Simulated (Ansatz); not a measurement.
Frontier orbitals of AlClH$_{7}$NSi$_{2}$, SMILES `[SiH3][N]([SiH3])[AlH][Cl]`.

```
atom    x (Å)    y (Å)    z (Å)
 Si1   0.8607  -1.2629   0.5862
  N2  -0.0382   0.1349   0.0566
 Si3  -0.7330   0.0816  -1.5348
 Al4  -0.2413   1.5649   1.0972
 Cl5   0.6646   1.4537   2.9828
  H6   0.8278  -2.2611  -0.5184
  H7   2.2756  -0.9193   0.8793
  H8   0.2551  -1.8702   1.7988
  H9   0.3146  -0.0891  -2.5767
 H10  -1.4460   1.3658  -1.7709
 H11  -1.7005  -1.0404  -1.6650
 H12  -1.0392   2.8420   0.6649
```

Total charge 0; spin multiplicity 1. The structure was optimised at the PBE0-D4/def2-TZVP level. It is one conformer, not always the lowest. Basis def2-TZVPP, Ansatz 0.2.0.

| functional | HOMO (eV) | LUMO (eV) | gap (eV) |
| --- | --- | --- | --- |
| PBE | -6.74 | -1.82 | 4.92 |
| revPBE | -6.70 | -1.71 | 4.99 |
| PBE0 | -8.01 | -1.05 | 6.96 |
| r2SCANh | -7.51 | -1.24 | 6.27 |
| HSE06 (plane-wave form) | -7.61 | -1.42 | 6.19 |
| ωB97M-V | -10.25 | 0.54 | 10.79 |
| HF | -11.12 | 1.68 | 12.80 |

**Question.** What is the vertical ionisation energy at frozen-core CCSD(T)/CBS(def2)? (Estimate.)

**Answer.** The calculation gave: 10.22 eV (T1 of the cation 0.028).

From PBE to PBE0 the HOMO moves by −1.27 eV and the LUMO by +0.77 eV, and with ωB97M-V by −3.51 and +2.36 eV, so the gap grows from 4.92 to 10.79 eV with exact exchange. A positive LUMO is unbound and depends on the basis. −ε(HOMO) differs from that ionisation energy by −3.48 eV with PBE and +0.04 eV with ωB97M-V.
